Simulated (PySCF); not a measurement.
PySCF job for Ti(Me)2(H)2 (C2H8Ti), SMILES [CH3][TiH2][CH3], multiplicity 1, IEF-PCM-M06-2X/def2-SVP. Geometry optimised at B3LYP-D3(BJ)/def2-SVP. The spin state was assumed, not searched. The structure was generated by enumeration; whether it is a known compound was not checked.

```python
import numpy as np
from pyscf import gto, scf, dft
from pyscf.solvent import pcm

mol = gto.M(
    atom='''
    Ti    0.00000000   -0.00000000   -0.46845074
    C    -1.68486417    0.00000000    0.67523013
    H    -2.25825922   -0.90312742    0.39153730
    H    -1.49166856   -0.00000000    1.76050528
    H    -2.25825921    0.90312742    0.39153729
    C     1.68486416   -0.00000000    0.67523013
    H     2.25825920   -0.90312742    0.39153731
    H     2.25825920    0.90312743    0.39153731
    H     1.49166855    0.00000000    1.76050529
    H     0.00000001   -1.40306814   -1.44200258
    H    -0.00000000    1.40306815   -1.44200257
    ''',
    basis='def2-SVP',
    charge=0,
    spin=0,
    max_memory=1600,
    verbose=3,
)
mf = dft.RKS(mol, xc='m06-2x').density_fit(auxbasis='def2-universal-jkfit')
mf.grids.level = 4
mf.conv_tol = 1e-9
mf.max_cycle = 100
mf.kernel()
res = {}
for name, eps in {'water': 78.355, 'diethylether': 4.24, 'benzene': 2.2706}.items():
    s = mf.PCM()
    s.with_solvent.method, s.with_solvent.eps, s.with_solvent.lebedev_order = 'IEF-PCM', eps, 29
    s.kernel(mf.make_rdm1())
    res[name] = (s.e_tot, eps, s.dip_moment(), s.mo_energy, s.converged)
    print(f'{name}: electrostatic solvation free energy {(s.e_tot - mf.e_tot) * 627.509474:.3f} kcal/mol')
```

It prints:

```
converged SCF energy = -930.131045291174

WARN: PCM is an experimental feature. It is still in testing.
Features and APIs may be changed in the future.

converged SCF energy = -930.135303857612
Dipole moment(X, Y, Z, Debye):  0.00000, -0.00000,  1.95391
water: electrostatic solvation free energy -2.672 kcal/mol

WARN: PCM is an experimental feature. It is still in testing.
Features and APIs may be changed in the future.

converged SCF energy = -930.133865983859
Dipole moment(X, Y, Z, Debye):  0.00000, -0.00000,  1.71913
diethylether: electrostatic solvation free energy -1.770 kcal/mol

WARN: PCM is an experimental feature. It is still in testing.
Features and APIs may be changed in the future.

converged SCF energy = -930.132874733336
Dipole moment(X, Y, Z, Debye):  0.00000, -0.00000,  1.56932
benzene: electrostatic solvation free energy -1.148 kcal/mol
```

The run converged.
